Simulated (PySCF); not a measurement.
C4H6BrF, SMILES BrCC/C=C/F. Geometry: PBE0-D3(BJ)/def2-SVP. The structure was generated by enumeration; whether it is a known compound was not checked. The values are those of a single conformer.

Computed equilibrium geometry at PBE0-D3(BJ)/def2-SVP (PySCF confirms it by a frequency run) as Cartesian coordinates in Å, and its point group (one conformer of several):
point group Cs.
```xyz
12

F      0.4226     4.0703     0.0000
C      0.3815     2.7399     0.0000
C     -0.7681     2.0721     0.0000
C     -0.9196     0.5822     0.0000
C      0.3867    -0.1818     0.0000
Br     0.0879    -2.0997     0.0000
H      1.3817     2.2963     0.0000
H     -1.6884     2.6658     0.0000
H     -1.5165     0.2780     0.8772
H     -1.5165     0.2780    -0.8772
H      0.9887     0.0319     0.8932
H      0.9887     0.0319    -0.8932
```
Charge 0, spin multiplicity 1.
